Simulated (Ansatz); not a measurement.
Reaction (formal exchange of groups at the In–C bond): `[CH3][In]([CH3])[C](C)(C)C` + CH₄ → `[CH3][In]([CH3])[CH3]` + `CC(C)C`

Isolated molecules relaxed with PBE0-D4/def2-TZVP in Ansatz; ΔE leaves out vibrations. CCSD(T)/CBS is the MP2 limit (def2-TZVPP, def2-QZVPP) plus CCSD(T) − MP2 in def2-TZVPP, frozen cores. This one scheme is used for every species. DFT in def2-TZVPP. Elements past krypton have def2 core potentials. For In outer-core shells are correlated without core-valence functions, which leaves a few kJ/mol of doubt a bond.

```
       level  ΔE (kcal/mol)
     BLYP-D4           -2.3
     PBE0-D4           -4.0
  r2SCANh-D4           -3.9
MP2/def2-SVP           -2.0
```

**Question.** What does CCSD(T)/CBS give? (An estimate is asked.)

**Answer.** Ansatz gave: -2.1 kcal/mol. The listed levels differ from it by -0.2, -1.9, -1.8, 0.1 kcal/mol.

Largest T1 diagnostic among the species: 0.011.

From PBE to PBE0 (25 % exact exchange), in def2-TZVPP and without D4, ΔE moves by −1.0 kcal/mol. The D4 term adds +3.3 kcal/mol with B3LYP and +2.0 kcal/mol with PBE0; it sums over pairs of atoms, weighted by their polarisabilities, and B3LYP, whose exchange is more repulsive, gets the larger term. In def2-TZVPP, CCSD(T) changes the Hartree–Fock value by +6.5 kcal/mol (the triples alone add +1.2 kcal/mol) and MP2 by +7.9 kcal/mol.

B3LYP here is the variant with VWN-RPA as its local correlation; programs differ in this.
